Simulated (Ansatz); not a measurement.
Consider the hydrogenolysis of the Si–F bond: `N[SiH2]C[SiH](N)F` + H₂ → `N[SiH2]C[SiH2]N` + H–F.

Program: Ansatz. Geometries: PBE0-D4/def2-TZVP. ΔE: electronic, gas phase. CCSD(T)/CBS adds triple-zeta CCSD(T) − MP2 to the extrapolated MP2 energy (def2 sets, frozen cores). This one scheme is used for every species. Functionals use def2-TZVPP. B3LYP here is the variant with VWN-RPA as its local correlation; programs differ in this. One conformer a species, not always the lowest.

```tsv
level	ΔE (kJ/mol)
PBE0-D4	139.7
PBE0	138.8
B3LYP	148.3
MP2/CBS(def2)	149.1
```

(1) What does CCSD(T)/CBS give? (An estimate is asked.)

Largest T1 diagnostic among the species: 0.011.

## Answers

(1) The calculation gave: +145.3 kJ/mol. The listed levels differ from it by -5.6, -6.5, 3.0, 3.8 kJ/mol.
